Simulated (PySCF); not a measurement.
BeH2, SMILES [BeH2] (connectivity only; charge and spin as stated), charge +1, multiplicity 2.

The structure is a stationary point at PBE0-D3(BJ)/def2-TZVPD. A frequency run showed that this geometry is not a minimum. The multiplicity is an assumed one; other spin states were not compared. The isomer is the one that the SMILES or the coordinates give; other isomers of the formula were not compared.

Method: PBE0-D3(BJ)/def2-TZVPD in PySCF.

Frequencies are harmonic and unscaled.

Modes within 1.5 cm⁻¹ of each other (mostly degenerate sets) share a row, with their intensities summed.

Task: List the normal modes with their intensities. (The exact figures need the calculation; the answer reports its results.)

Result: 
| mode | ν (cm⁻¹) | IR (km/mol) | moving atoms (share of kinetic energy) |
|---|---|---|---|
| 1–2 | 206i | 130.4 | H 82 %, Be 18 % |
| 3 | 831 | 5298.2 | H 82 %, Be 18 % |
| 4 | 1589 | 0.0 | H 100 % |
